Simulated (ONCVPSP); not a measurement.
## Hg: one change to an ONCV potential, before and after

* Element: mercury
* Generator: ONCVPSP 4.0.1
* Type: optimised norm-conserving Vanderbilt (ONCV)
* Functional: PW91
* Relativity: fully relativistic
* Frozen core: [Kr] 4d10 4f14
* Valence charge: 20
* Reference configuration: 5s2 5p6 5d10 6s2
* Partial waves: 5s+6s: rc 1.75 bohr, ncon 4, nbas 8, qcut 5.6 1/bohr, 2 projectors; 5p: rc 1.50 bohr, ncon 4, nbas 8, qcut 11.1 1/bohr, 2 projectors, debl 2.2 Ha; 5d: rc 2.10 bohr, ncon 3, nbas 8, qcut 7.8 1/bohr, 2 projectors, debl 2.1 Ha; f scattering state at 0.06 Ha: rc 2.05 bohr, ncon 4, nbas 7, qcut 5.3 1/bohr, 2 projectors, debl 2.4 Ha
* Local potential: polynomial inside 1.35 bohr (lpopt 5, dvloc0 0 Ha)
* Core correction: none

Open shells are filled in proportion to 2j + 1.

In the p channel the program set the typed energies aside and used -2.266, 0.250 Ha (j = l + 1/2; the other j can differ).

Change: all radii scaled by about 0.84 (s 1.46, p 1.26, d 1.76, f 1.72 bohr); local potential polynomial inside 1.14 bohr (lpopt 5, dvloc0 0 Ha).

Cutoffs: the cutoffs (Ha) at which the residual kinetic energy of the hardest occupied pseudo-wave falls to 1 and 0.1 mHa per electron; they do not see the model core or the augmentation charge, which bear on the density cutoff. Errors are all-electron minus pseudo energies relative to the spin-unpolarised reference configuration.

Question: Predict the effect on cutoff, ghosts and configuration errors.

Answer: The potential gets harder (36 Ha and 44 Ha → 45 Ha and 87 Ha); of the 4 tests that both files solve, the error grows in 0 and shrinks in 4 by more than 15 % and 0.3 meV (median size 5.6 → 2.0 meV); neither file shows a bound ghost. A smaller radius makes the pseudo-wave follow the all-electron one further in, where it bends more sharply, so more plane waves are needed. Less of the atom is replaced, so other configurations are described better.

```tsv
quantity	base	changed
cutoff, loose	36 Ha	45 Ha
cutoff, tight	44 Ha	87 Ha
loose cutoff by channel	s 9.8 Ha, p 36 Ha, d 20 Ha	s 43 Ha, p 45 Ha, d 22 Ha
bound ghosts	none	none
GHOST(+) flags under 300 eV	none	s at 135.1 eV
error for 5s2 5p6 5d10 6s1, meV [ΔE 10.78 eV]	-1.3	-0.6
error for 5s2 5p6 5d10 6s0, meV [ΔE 29.87 eV]	-8.7	-4.4
error for 5s2 5p6 5d9 6s0, meV [ΔE 65.48 eV]	-7.6	-3.1
error for 5s2 5p6 5d9 6s2, meV [ΔE 15.60 eV]	+3.5	-0.9
```
